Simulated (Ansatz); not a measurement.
Reaction: H5BGeO (SMILES O[BH][GeH3]) → H4BGeO (SMILES O[BH][GeH2], doublet) + H (doublet) (the Ge-H bond breaks)
Each species at its own B3LYP-D3(BJ)/def2-TZVP minimum (Ansatz, a quantum-chemistry and plane-wave program), one conformer.

Quantity: bond dissociation energy (electronic), in kcal/mol. Open shells are spin-unrestricted; no spin-orbit coupling. Cores are frozen in correlated methods (noble-gas shells, and filled d and f shells in the p block). No relativity. CBS(X,Y): correlation extrapolated as X^-3, Hartree-Fock from the larger set. A bracket is a step between two methods taken in the basis named. Double hybrids freeze cores in their MP2 part. For partners of very few electrons the exact lower level stands in for a higher one.

CCSD(T)/CBS(cc-pVTZ,cc-pVQZ) + [CCSDT(Q) - CCSD(T)]/cc-pVDZ (Ansatz) gives 83.8 kcal/mol.

Problem. How far off this value is PBE/def2-TZVPD (Ansatz), in which direction, and how far these levels: r2SCAN/def2-TZVPD, PBE0/def2-TZVPD, wB97M-V/def2-TZVPD, B2PLYP/def2-TZVPD, CCSD(T)/CBS(cc-pVTZ,cc-pVQZ)?

Solution. PBE gives 79.0 kcal/mol, 4.8 kcal/mol below it. Differences of the others: r2SCAN/def2-TZVPD (Ansatz) -3.9; PBE0/def2-TZVPD (Ansatz) -3.8; wB97M-V/def2-TZVPD (Ansatz) -0.3; B2PLYP/def2-TZVPD (Ansatz) -2.0; CCSD(T)/CBS(cc-pVTZ,cc-pVQZ) (Ansatz) 0.1 kcal/mol.
